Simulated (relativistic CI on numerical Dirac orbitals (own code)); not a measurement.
**Excitation temperature from two lines of Ne I**

Problem. In an optically thin plasma whose excited levels follow a Boltzmann distribution, the energy emitted in Ne I 6382.99 Å and 8377.61 Å has the ratio 1.6 (an assumed reading, corrected for the detector). Tabulated data (NIST Handbook of Basic Atomic Spectroscopic Data): upper levels 150121.6 and 161590.3 cm⁻¹, g = 3 and 9, A = 3.21 × 10^7 and 5.10 × 10^7 s⁻¹. Calculate the temperature, its uncertainty for 15 % in the ratio of intensities and A values together, and the strength of these other lines with tabulated A (λ in Å, g, A, upper level): 6402.25, 7, 5.14 × 10^7, 149657.0; 6506.53, 5, 3.00 × 10^7, 149824.2; 6143.06, 5, 2.82 × 10^7, 150315.9; 7032.41, 3, 2.53 × 10^7, 148257.8.

Working.
1. The emitted power of a line is proportional to (gA/λ) exp(−E/kT), so I₁/I₂ = (g₁A₁λ₂/g₂A₂λ₁) exp[(E₂ − E₁)/kT].
2. The prefactor is 0.2754 and E₂ − E₁ = 11468.7 cm⁻¹ = 1.422 eV.
3. kT = (E₂ − E₁)/ln(1.6/0.2754) = 11468.7/1.7597 = 6518 cm⁻¹ = 0.808 eV, or T = 9380 K.
4. δT/T = (kT/ΔE) × 15 % = 8.5 %; lines whose upper levels lie far apart give the better thermometer.
5. Other lines relative to the first: 6402.25 Å: 4, 6506.53 Å: 1.6, 6143.06 Å: 1.5, 7032.41 Å: 0.95.

Remark. Dense plasmas such as arcs and laser-ablation plumes come near a Boltzmann distribution among excited levels, though their strong lines may be self-absorbed. Low-pressure etch and deposition plasmas, at 10¹⁰ to 10¹³ electrons per cm³, do not: there the number found is an excitation temperature of these levels and not the electron temperature.
